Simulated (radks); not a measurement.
Values are calculated unless marked as measured or tabulated.
Problem. Rb V, configuration [Ar] 3d10 4s2 4p2 5p1 (not the ground configuration). Code: a radial shooting solver on a logarithmic mesh with Libxc functionals. Model: Dirac Kohn-Sham, BLYP, spin-unpolarised, spherical densities, finite nucleus; open shells are shared between the two j in proportion to 2j + 1; Fermi nuclear charge, rms radius 4.2036 fm. Some entries of the table are withheld. Estimate them.

orbital      occ.  eigenvalue (hartree)  <r> (bohr)  r(max) (bohr)
1s1/2           2             -554.6923     0.04029        0.02628
2s1/2           2             -76.04110      0.1775         0.1496
2p1/2           2             -69.19750      0.1522         0.1172
2p3/2           4             -66.96109      0.1563         0.1206
3s1/2           2             -13.16084      0.5098         0.4508
3p1/2           2             -10.70721         (1)            (2)
3p3/2           4             -10.36989         (3)            (4)
3d3/2           4              -6.07102         (5)            (6)
3d5/2           6              -6.01343         (7)            (8)
4s1/2           2              -3.10512       1.338          1.208
4p1/2    0.666667                   (9)       1.466          1.306
4p3/2     1.33333                  (10)       1.490          1.328
5p1/2    0.333333              -1.01766       3.214          3.084
5p3/2    0.666667              -1.00555       3.250          3.122

Solution. 
(1) 3p1/2 <r> (bohr): 0.5106
(2) 3p1/2 r(max) (bohr): 0.4401
(3) 3p3/2 <r> (bohr): 0.5210
(4) 3p3/2 r(max) (bohr): 0.4490
(5) 3d3/2 <r> (bohr): 0.5195
(6) 3d3/2 r(max) (bohr): 0.3905
(7) 3d5/2 <r> (bohr): 0.5231
(8) 3d5/2 r(max) (bohr): 0.3931
(9) 4p1/2 eigenvalue (hartree): -2.45795
(10) 4p3/2 eigenvalue (hartree): -2.41132
